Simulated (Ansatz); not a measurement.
Basis sets compared for (LiBr)3 ring (Li3Br3). Total charge 0; singlet. Geometry B3LYP-D4/def2-SVP. Ansatz on 4 threads of Arm Neoverse V1 on a shared host; times are rough, and most runs start from earlier orbitals.

```xyz
6

Li    0.397    1.346   -1.399
Br   -0.374   -0.573   -2.477
Li   -0.685   -1.788   -0.511
Br   -0.515   -1.746    1.814
Li    0.288    0.442    1.910
Br    0.888    2.319    0.663
```

The 6-31G sets use Cartesian d functions.

Binding counts from free atoms (Li doublet, Br doublet) in the same basis, without a counterpoise term.

```csv
level,functions,energy (Eh),HOMO (eV),LUMO (eV),binding per atom (eV),wall time
HF/STO-3G,69,-7656.5257,-8.76,3.36,3.03,0.35 s
HF/6-31G,114,-7738.8838,-11.05,0.85,2.14,1.1 s
PBE-D4/def2-SVP,123,-7743.2082,-6.58,-1.27,2.83,1.6 s
PBE0-D4/def2-SVP,123,-7743.4991,-7.89,-0.74,2.83,2.2 s
```

**Question.** Estimate the rows for HF/def2-TZVP, PBE-D4/def2-TZVP, PBE0-D4/def2-TZVP (with forces).

**Answer.** 
```
                          level  functions  energy (Eh)  HOMO (eV)  LUMO (eV)  binding per atom (eV)  wall time
                   HF/def2-TZVP        186   -7739.9841     -10.91       0.87                   2.23      2.1 s
               PBE-D4/def2-TZVP        186   -7744.1571      -6.77      -1.36                   2.76      2.3 s
PBE0-D4/def2-TZVP (with forces)        186   -7744.4454      -8.03      -0.80                   2.76        6 s
```
